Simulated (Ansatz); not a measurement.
Coupled-cluster diagnostics for MgB₆, Ansatz.

Geometry of the singlet (PBE0-D4/def2-SVP):

Cartesian coordinates in Å:
```
Mg -0.877 1.365 -1.061
B 0.306 -1.065 -0.313
B 0.925 0.039 -1.408
B 1.539 0.147 0.073
B 0.342 0.056 1.097
B -1.270 0.496 0.990
B -0.965 -1.038 0.622
```

Correlated methods freeze 7 core orbitals; core or outer-core shells of Mg are correlated, in sets that lack core-valence functions. Another isomer (singlet) lies 0.34 eV lower at PBE0-D4/def2-TZVP; other spin states weren't run for this one.

Q: Estimate the CCSD(T) correlation energy, the shares of MP2 and (T), T1 and the reference's ⟨S²⟩ for: charge 0, singlet, own geometry in def2-TZVPP; and the rough time on 4 threads of Intel Xeon on a shared host.

A: 
```tsv
state	basis	correlation (eV)	MP2 share (%)	(T) share (%)	T1	⟨S²⟩ (pure)	wall time	remarks
charge 0, singlet, own geometry	def2-TZVPP	-23.340	92.1	6.9	0.027	0.00 (0.00)	84 s	large T1, restricted SCF unstable
```
Customary marks for T1 are 0.02 (closed shells), 0.045 (open shells) and about 0.05 (3d metals). T1 exceeds 0.02 in 1 of 1 rows and 0.045 in 0; the higher it lies, the less the single-reference result can be trusted.
